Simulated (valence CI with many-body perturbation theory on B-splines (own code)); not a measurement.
Ta LI: E2, M1 decay

Calculated by valence CI with perturbative core correlation (CI+MBPT): five valence electrons over a frozen Dirac-Fock core [Ar], a basis of 7 s, 7 p, 8 d, 6 f, 4 g, 1 h functions for each j, with the one-electron correlation potential Σ1, the two-electron term Σ2, the three-electron term Σ3, Breit, model QED; selected CI, second order for the rest, scaled by the run's own slope (own B-spline code, finite nucleus).

The last digits are not significant, and no measured levels were compared; by estimate large intervals hold to a few tenths of a per cent, small ones and those within an open d or f shell to about a per cent. Excitations out of the core, of the other parity, are not computed and may begin above about 244 eV (a cautious bound); beyond it only levels of the ground parity were kept, without lifetimes. Only levels of the ground parity were solved; by the run's estimate the other parity begins above the list, which can be wrong where configurations are misplaced.

Lines 51 to 100 of 120 in falling wavelength, among levels below 1967700 cm⁻¹, chosen from the decays that carry over 1 % of a level's rate. Wavelengths and rates use the calculated energies. Electric multipoles are in the length gauge, E1 and E2 with the static RPA response of the core. S is in atomic units (e²a₀⁴ for E2 and M2, e²a₀⁶ for E3), for M1 in squared Bohr magnetons. Weak lines are less certain than strong ones. Lines between different terms over intervals too small for the method are left out, as are lines whose strength nearly cancels. The highest levels of a list are the least certain.

Levels are named by their leading jj configuration (3d3/2^4 stands for four electrons in 3d with j = 3/2), which in mixed levels can hold well under half, so a name can repeat and another be missing. Letters in brackets count levels of one name in rising energy.

```
λ vac (Å)                        Upper                        Lower  Type   A (s⁻¹)  S (a.u.)
    191.6  (3d3/2^2 3d5/2^3) J=5/2 [a]  (3d3/2^3 3d5/2^2) J=5/2 [a]    M1  5.43e+06  8.49e+00
    190.9    (3d3/2 3d5/2^4) J=7/2 [a]  (3d3/2^2 3d5/2^3) J=5/2 [b]    M1  1.01e+06  2.09e+00
    188.7  (3d3/2^3 3d5/2^2) J=7/2 [a]        (3d3/2^4 3d5/2) J=5/2    M1  1.32e+06  2.63e+00
    188.7    (3d3/2 3d5/2^4) J=5/2 [a]  (3d3/2^2 3d5/2^3) J=7/2 [a]    M1  1.42e+06  2.12e+00
    188.5     (3d3/2^2 3d5/2^3) J=13/2     (3d3/2^3 3d5/2^2) J=11/2    M1  4.28e+05  1.49e+00
    187.8  (3d3/2^2 3d5/2^3) J=5/2 [c]  (3d3/2^3 3d5/2^2) J=7/2 [b]    M1  1.27e+06  1.87e+00
    187.4        (3d3/2 3d5/2^4) J=9/2  (3d3/2^2 3d5/2^3) J=7/2 [b]    M1  6.03e+05  1.47e+00
    185.2  (3d3/2^2 3d5/2^3) J=1/2 [a]  (3d3/2^3 3d5/2^2) J=3/2 [a]    M1  2.62e+06  1.24e+00
    183.7  (3d3/2^3 3d5/2^2) J=3/2 [a]        (3d3/2^4 3d5/2) J=5/2    M1  3.12e+06  2.87e+00
    183.2  (3d3/2^2 3d5/2^3) J=3/2 [b]      (3d3/2^3 3d5/2^2) J=1/2    M1  2.36e+05  2.15e-01
    182.2    (3d3/2 3d5/2^4) J=5/2 [b]  (3d3/2^2 3d5/2^3) J=3/2 [b]    M1  1.10e+06  1.48e+00
    182.0    (3d3/2 3d5/2^4) J=3/2 [a]  (3d3/2^2 3d5/2^3) J=5/2 [b]    M1  9.57e+05  8.55e-01
    181.9  (3d3/2^2 3d5/2^3) J=3/2 [a]  (3d3/2^3 3d5/2^2) J=3/2 [a]    M1  2.76e+06  2.46e+00
    181.3  (3d3/2^2 3d5/2^3) J=7/2 [b]  (3d3/2^3 3d5/2^2) J=5/2 [b]    M1  5.99e+04  1.06e-01
    180.8        (3d3/2 3d5/2^4) J=9/2  (3d3/2^2 3d5/2^3) J=9/2 [b]    M1  1.80e+06  3.94e+00
    178.9    (3d3/2 3d5/2^4) J=3/2 [a]  (3d3/2^2 3d5/2^3) J=3/2 [a]    M1  3.20e+06  2.72e+00
    178.9  (3d3/2^2 3d5/2^3) J=5/2 [b]  (3d3/2^3 3d5/2^2) J=3/2 [a]    M1  4.48e+05  5.70e-01
    178.2  (3d3/2^2 3d5/2^3) J=9/2 [b]      (3d3/2^3 3d5/2^2) J=9/2    M1  2.15e+06  4.51e+00
    175.9    (3d3/2 3d5/2^4) J=3/2 [a]  (3d3/2^2 3d5/2^3) J=1/2 [a]    M1  2.30e+06  1.86e+00
    175.9  (3d3/2^2 3d5/2^3) J=5/2 [c]  (3d3/2^3 3d5/2^2) J=5/2 [b]    M1  9.52e+04  1.15e-01
    175.8       (3d3/2 3d5/2^4) J=11/2     (3d3/2^2 3d5/2^3) J=13/2    M1  7.21e+05  1.74e+00
    174.4  (3d3/2^2 3d5/2^3) J=3/2 [b]  (3d3/2^3 3d5/2^2) J=5/2 [b]    M1  7.52e+05  5.91e-01
    174.4  (3d3/2^2 3d5/2^3) J=5/2 [b]  (3d3/2^3 3d5/2^2) J=7/2 [a]    M1  1.07e+06  1.27e+00
    172.3    (3d3/2 3d5/2^4) J=7/2 [a]  (3d3/2^2 3d5/2^3) J=9/2 [a]    M1  2.20e+06  3.33e+00
    172.2  (3d3/2^2 3d5/2^3) J=7/2 [b]      (3d3/2^3 3d5/2^2) J=9/2    M1  6.43e+05  9.75e-01
    171.3      (3d3/2^3 3d5/2^2) J=9/2        (3d3/2^4 3d5/2) J=5/2    E2  1.77e+02  2.33e-04
    171.2  (3d3/2^2 3d5/2^3) J=7/2 [c]  (3d3/2^3 3d5/2^2) J=7/2 [b]    M1  8.33e+05  1.24e+00
    169.4  (3d3/2^2 3d5/2^3) J=7/2 [a]  (3d3/2^3 3d5/2^2) J=5/2 [a]    M1  8.08e+05  1.17e+00
    168.7       (3d3/2 3d5/2^4) J=11/2  (3d3/2^2 3d5/2^3) J=9/2 [a]    M1  8.66e+05  1.85e+00
    168.5  (3d3/2^2 3d5/2^3) J=1/2 [b]      (3d3/2^3 3d5/2^2) J=1/2    M1  1.27e+06  4.49e-01
    167.2    (3d3/2 3d5/2^4) J=5/2 [a]  (3d3/2^2 3d5/2^3) J=5/2 [a]    M1  6.92e+06  7.19e+00
    166.6    (3d3/2 3d5/2^4) J=7/2 [a]  (3d3/2^2 3d5/2^3) J=7/2 [a]    M1  1.79e+06  2.45e+00
    165.3  (3d3/2^2 3d5/2^3) J=9/2 [b]     (3d3/2^3 3d5/2^2) J=11/2    M1  7.52e+05  1.26e+00
    164.3       (3d3/2 3d5/2^4) J=11/2     (3d3/2^2 3d5/2^3) J=11/2    M1  2.89e+06  5.70e+00
    163.2  (3d3/2^3 3d5/2^2) J=5/2 [b]        (3d3/2^4 3d5/2) J=5/2    M1  3.26e+04  3.15e-02
    163.2  (3d3/2^3 3d5/2^2) J=5/2 [b]        (3d3/2^4 3d5/2) J=5/2    E2  1.02e+03  6.32e-04
    162.5  (3d3/2^2 3d5/2^3) J=9/2 [b]  (3d3/2^3 3d5/2^2) J=7/2 [a]    M1  5.49e+05  8.74e-01
    161.2  (3d3/2^2 3d5/2^3) J=7/2 [c]  (3d3/2^3 3d5/2^2) J=5/2 [b]    M1  3.90e+05  4.85e-01
    158.3    (3d3/2 3d5/2^4) J=5/2 [b]  (3d3/2^2 3d5/2^3) J=5/2 [b]    M1  1.42e+06  1.25e+00
    157.6  (3d3/2^2 3d5/2^3) J=7/2 [b]  (3d3/2^3 3d5/2^2) J=7/2 [a]    M1  5.34e+04  6.20e-02
    156.9  (3d3/2^2 3d5/2^3) J=5/2 [c]  (3d3/2^3 3d5/2^2) J=3/2 [a]    M1  6.54e+05  5.62e-01
    156.1      (3d3/2^3 3d5/2^2) J=1/2        (3d3/2^4 3d5/2) J=5/2    E2  6.33e+02  1.05e-04
    156.0    (3d3/2 3d5/2^4) J=5/2 [b]  (3d3/2^2 3d5/2^3) J=3/2 [a]    M1  4.23e+05  3.57e-01
    155.8  (3d3/2^2 3d5/2^3) J=3/2 [b]  (3d3/2^3 3d5/2^2) J=3/2 [a]    M1  4.38e+05  2.45e-01
    155.2  (3d3/2^2 3d5/2^3) J=3/2 [c]  (3d3/2^3 3d5/2^2) J=3/2 [b]    M1  5.43e+05  3.01e-01
    154.1  (3d3/2^3 3d5/2^2) J=7/2 [b]        (3d3/2^4 3d5/2) J=5/2    M1  9.96e+04  1.08e-01
    154.0  (3d3/2^2 3d5/2^3) J=7/2 [c]      (3d3/2^3 3d5/2^2) J=9/2    M1  8.22e+05  8.90e-01
    153.5        (3d3/2 3d5/2^4) J=9/2  (3d3/2^2 3d5/2^3) J=9/2 [a]    M1  7.01e+04  9.40e-02
    153.4  (3d3/2^2 3d5/2^3) J=5/2 [c]  (3d3/2^3 3d5/2^2) J=7/2 [a]    M1  1.29e+06  1.04e+00
    152.9  (3d3/2^2 3d5/2^3) J=9/2 [c]  (3d3/2^3 3d5/2^2) J=7/2 [b]    M1  9.16e+05  1.21e+00
```
